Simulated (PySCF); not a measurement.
Tb2I6 at several levels of theory

Computed with PySCF 2.14.0 (density fitting, no spin-orbit coupling) at the geometry relaxed with B3LYP:

```xyz
8
Tb2I6 (singlet in the valence; each metal's 4f electrons, 8 of them, lie in its core potential, out of spins and levels)
Tb    0.0000    0.0000    2.1723
Tb    0.0000    0.0000   -2.1723
I     2.1815    0.0000    0.0000
I    -2.1815    0.0000    0.0000
I     0.0000    2.4298    3.6692
I     0.0000   -2.4298    3.6692
I     0.0000    2.4298   -3.6692
I     0.0000   -2.4298   -3.6692
```

```csv
level,basis,state,HOMO (eV),gap (eV),charge on Tb1 (e),population of f-type functions on Tb1 (polarisation alone where 4f lies in the core),dipole about the centre of mass (D),largest force component (eV/Å)
B3LYP,"Tb lcecp-1-SVP with ECP54, I def2-SVP with ECP28",singlet,-7.50,4.03,0.86,0.03,0.00,0.01
```

In the lcecp rows the 4f levels are missing from HOMO and gap, and the state counts the valence alone.

Charges are Mulliken's, which hang on the basis. The relaxation used the grid (50, 194), these runs (75, 302) or, all-electron (x2c bases, spin-free X2C Hamiltonian), (99, 590).

Task: Order these levels, in the first row's basis, by the HOMO–LUMO gap they give here, smallest first.
A. BP86
B. BLYP
C. TPSSh
D. TPSS

Result: B (2.67 eV), A (2.71 eV), D (2.96 eV), C (3.62 eV).

Task: And their other results?

Result: 
| level | state | HOMO (eV) | gap (eV) | charge on Tb1 (e) | population of f-type functions on Tb1 (polarisation alone where 4f lies in the core) | dipole about the centre of mass (D) | largest force component (eV/Å) |
| --- | --- | --- | --- | --- | --- | --- | --- |
| TPSSh | singlet | -7.25 | 3.62 | 0.96 | 0.02 | 0.00 | 0.14 |
| TPSS | singlet | -6.81 | 2.96 | 0.91 | 0.02 | 0.00 | 0.10 |
| BP86 | singlet | -6.80 | 2.71 | 0.74 | 0.02 | 0.00 | 0.10 |
| BLYP | singlet | -6.42 | 2.67 | 0.72 | 0.02 | 0.00 | 0.13 |

In the first row's basis the gap widens with exact exchange: 2.7 to 3.0 eV for BLYP, BP86, TPSS (none); 3.6 to 4.0 eV for TPSSh, B3LYP (a fixed share).

No frequency check is given that shows the relaxed geometry to be a minimum. An lcecp potential fixes the number of 4f electrons, so in runs with it no electron can move into or out of that shell.
